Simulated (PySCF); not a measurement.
Molfile (atoms numbered from 1):
```
C7H10O
     RDKit          3D

 18 18  0  0  0  0  0  0  0  0999 V2000
    1.9934    0.2026    0.9121 C   0  0  0  0  0  0  0  0  0  0  0  0
    1.5824   -0.7245   -0.2193 C   0  0  0  0  0  0  0  0  0  0  0  0
    0.4756   -0.1518   -1.1092 C   0  0  0  0  0  0  0  0  0  0  0  0
   -0.8068    0.0980   -0.3824 C   0  0  0  0  0  0  0  0  0  0  0  0
   -1.6620   -0.8801    0.2328 C   0  0  0  0  0  0  0  0  0  0  0  0
   -2.6933   -0.1890    0.7927 C   0  0  0  0  0  0  0  0  0  0  0  0
   -2.5451    1.1318    0.5768 O   0  0  0  0  0  0  0  0  0  0  0  0
   -1.4045    1.2985   -0.1263 C   0  0  0  0  0  0  0  0  0  0  0  0
    1.1396    0.4322    1.5684 H   0  0  0  0  0  0  0  0  0  0  0  0
    2.3761    1.1603    0.5225 H   0  0  0  0  0  0  0  0  0  0  0  0
    2.7849   -0.2445    1.5323 H   0  0  0  0  0  0  0  0  0  0  0  0
    2.4567   -0.9551   -0.8511 H   0  0  0  0  0  0  0  0  0  0  0  0
    1.2469   -1.6908    0.1959 H   0  0  0  0  0  0  0  0  0  0  0  0
    0.2888   -0.8474   -1.9449 H   0  0  0  0  0  0  0  0  0  0  0  0
    0.8222    0.7906   -1.5653 H   0  0  0  0  0  0  0  0  0  0  0  0
   -1.5237   -1.9595    0.2467 H   0  0  0  0  0  0  0  0  0  0  0  0
   -3.5762   -0.4893    1.3515 H   0  0  0  0  0  0  0  0  0  0  0  0
   -1.1404    2.3219   -0.3817 H   0  0  0  0  0  0  0  0  0  0  0  0
  1  2  1  0
  2  3  1  0
  3  4  1  0
  4  5  1  0
  5  6  2  0
  6  7  1  0
  7  8  1  0
  8  4  2  0
  1  9  1  0
  1 10  1  0
  1 11  1  0
  2 12  1  0
  2 13  1  0
  3 14  1  0
  3 15  1  0
  5 16  1  0
  6 17  1  0
  8 18  1  0
M  END
```

[PySCF 2.14: J couplings at B3LYP/pcJ-1 (without the spin–dipole term); structure optimised with PBE0-D3(BJ)/def2-SVP; shielding tensors at KT3/pcSseg-1 (GIAO); in vacuum; relativity neglected; one computed conformer; one averaged value for each set of equivalent atoms]

Problem. Predict the 2D correlation tables (HSQC, COSY, HMBC).

Solution. 

HSQC (one-bond C–H):
```csv
δH,δC,"¹J(C,H) (Hz)"
7.28 (H17),135.0 (C6),211
7.12 (H18),132.7 (C8),210
6.24 (H16),104.9 (C5),181
2.47 (H14/H15),29.9 (C3),132
1.57 (H12/H13),27.7 (C2),131
0.78 (H9/H10/H11),14.8 (C1),132
```

COSY cross peaks (|J| ≥ 2 Hz):
```csv
δH,δH,abs. J (Hz),bonds
7.28 (H17),6.24 (H16),2.2,3
2.47 (H14/H15),1.57 (H12/H13),7.7,3
1.57 (H12/H13),0.78 (H9/H10/H11),8.2,3
```

HMBC (two and three bonds, |J| ≥ 2.5 Hz):
```csv
δH,δC [abs. J in Hz]
7.28 (H17),"132.7 (C8) [7.1], 119.1 (C4) [5.8], 104.9 (C5) [13.7]"
7.12 (H18),"135.0 (C6) [7.9], 119.1 (C4) [13.4], 104.9 (C5) [5.7]"
6.24 (H16),"135.0 (C6) [11.3], 132.7 (C8) [7.0], 119.1 (C4) [4.3]"
2.47 (H14/H15),"132.7 (C8) [6.5], 119.1 (C4) [5.7], 104.9 (C5) [5.1], 27.7 (C2) [3.8], 14.8 (C1) [6.7]"
1.57 (H12/H13),"119.1 (C4) [6.6], 29.9 (C3) [3.1], 14.8 (C1) [3.2]"
0.78 (H9/H10/H11),"29.9 (C3) [6.0], 27.7 (C2) [3.5]"
```

Chemical shifts δ = σref − σ; TMS for ¹H (σ = 31.32 ppm), ¹³C (σ = 182.31 ppm), all at this level.

Short H···H contacts in this conformer between protons four or more bonds apart (candidates for NOE cross peaks, intensity ∝ r⁻⁶): H10···H15 2.63 Å, H15···H18 2.76 Å, H13···H16 2.78 Å.

Unscaled 3J(H,H) at this level run about 10 % above measured values. Shifts are as computed, not scaled to solution data. Of 1211 compounds with measured shifts, 218 miss one by over three times the rms of a fit or turn the order of signals round; such compounds aren't used in these exercises. Chain 3J(H,H) values assume equally populated staggered rotamers: (2 J gauche + J anti)/3.
